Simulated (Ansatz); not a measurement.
Program: Ansatz. Geometries: PBE0-D4/def2-TZVP. ΔE: electronic, gas phase. CCSD(T)/CBS is frozen-core, at the limit of the def2 triple- and quadruple-zeta sets. DFT in def2-TZVPP. B3LYP here is the variant with VWN-RPA as its local correlation; programs differ in this. One conformer a species, not always the lowest.

Consider the silylene formation by 1,1-elimination: `F[SiH2][SiH2]F` → `F[SiH2]F` + `[SiH2]`.

| level | ΔE (kJ/mol) | difference from CCSD(T)/CBS |
| --- | --- | --- |
| r2SCAN-D4 | 214.9 | 21.3 |
| PBE0-D4 | 212.2 | 18.6 |
| ωB97X-V | 206.5 | 12.9 |
| ωB97M-V | 184.4 | -9.2 |
| B2PLYP | 187.2 | -6.4 |
| PBE | 202.6 | 9.0 |
| PBE0 | 206.8 | 13.2 |
| B3LYP | 182.3 | -11.3 |
| CCSD/def2-TZVPP | 178.1 | -15.5 |
| HF/def2-QZVPP | 171.4 | -22.2 |
| MP2/def2-QZVPP | 200.4 | 6.8 |
| SCS-MP2/def2-QZVPP | 191.4 | -2.2 |
| CCSD/def2-QZVPP | 184.4 | -9.2 |
| HF/CBS(def2) | 171.4 | -22.2 |
| MP2/CBS(def2) | 204.1 | 10.5 |
| CCSD/CBS(def2) | 188.8 | -4.8 |
| CCSD(T)/CBS | 193.6 | 0 |

Largest T1 diagnostic among the species: 0.014.

From PBE to PBE0 (25 % exact exchange), in def2-TZVPP and without D4, ΔE moves by +4.2 kJ/mol. The D4 term adds +10.0 kJ/mol with B3LYP and +5.5 kJ/mol with PBE0; it sums over pairs of atoms, weighted by their polarisabilities, and B3LYP, whose exchange is more repulsive, gets the larger term.
